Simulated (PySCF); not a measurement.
C₃H₁₁Si₂ (doublet state).
Z-matrix (Å and degrees, GFN2-xTB geometry), rows numbered from 1:
```
C 
C   1  1.4658
C   2  1.5528  1  110.40
Si  3  1.9076  2  109.90  1   -49.03
Si  3  1.9037  2  110.55  1  -176.56
H   1  1.0718  2  121.64  3   107.38
H   1  1.0737  2  119.84  3   -67.69
H   2  1.0915  1  110.46  3  -120.71
H   2  1.0974  1  110.82  3   119.49
H   3  1.0956  2  107.29  1    66.70
H   4  1.4647  3  111.43  2    71.93
H   4  1.4636  3  109.40  2   -49.48
H   4  1.4660  3  108.81  2  -168.72
H   5  1.4630  3  109.67  2  -175.35
H   5  1.4671  3  109.06  2   -55.81
H   5  1.4642  3  109.67  2    63.40
```

The hyperfine couplings belong to this conformer and change with its torsions.

The species is `[CH2]CC([SiH3])[SiH3]` [radical].

Computed with UKS B3LYP, pcH-1 on C H Si, non-relativistic, mean-field spin-orbit, GIAO in PySCF. Geometry: GFN2-xTB, one conformer, isolated molecule. Couplings are sensitive to structure, and on GFN2-xTB geometries they can be far from those on DFT ones. No stability test was run, so a lower SCF solution isn't excluded.

Problem. The isotropic 13C couplings are +88.2, +85.7, -32.0 MHz. Assign them to C1; C2; C3.

Solution. 
```csv
site,a_iso (MHz),ρ(0) (bohr⁻³),position,distance from C1 (Å),spin population,largest |T| (MHz)
C1,+88.2,+0.0785,largest spin population,0.00,+1.06,160.5
C2,-32.0,-0.0285,1 bond from C1,1.47,-0.08,2.4
C3,+85.7,+0.0762,2 bonds from C1,2.48,+0.05,12.2
```

Problem. The isotropic 1H couplings, averaged over equivalent nuclei, are -63.5, +42.1, -4.0, +3.2 MHz. Assign them to H6/H7; H8/H9; H10; H11 (×6).

Solution. 
```
    site  a_iso (MHz)  ρ(0) (bohr⁻³)            position  distance from C1 (Å)  bound to  spin population there  largest |T| (MHz)
   H6/H7        -63.5        -0.0142   α, 1 bond from C1                  1.07        C1                  +1.06               39.2
   H8/H9        +42.1        +0.0094  β, 2 bonds from C1                  2.12        C2                  -0.08                9.2
     H10         -4.0        -0.0009  γ, 3 bonds from C1                  2.75        C3                  +0.05                7.7
H11 (×6)         +3.2        +0.0007     4 bonds from C1                  4.20   Si4/Si5                  +0.01                2.8
```

ρ(0) is the spin density at the nucleus and T the dipolar tensor; a_iso includes a spin–orbit part; entries for several nuclei are means. The Mulliken spin populations are largest on C1 (+1.06) and C2 (-0.08). C1 is the only atom above +0.15. The angles at C1 add up to 359.8°, so it is planar; its axial dipolar tensor and the negative couplings of its protons fit spin in a p orbital normal to that plane.

Means are taken over nuclei equivalent by connectivity, which assumes that they swap fast. The six 1H nuclei of mean +3.2 MHz run from -0.8 to 12.9 MHz in the frozen geometry. The 1H value of +42.1 MHz is a mean of couplings from 6.2 to 78.0 MHz in this one geometry, not an average over conformers.
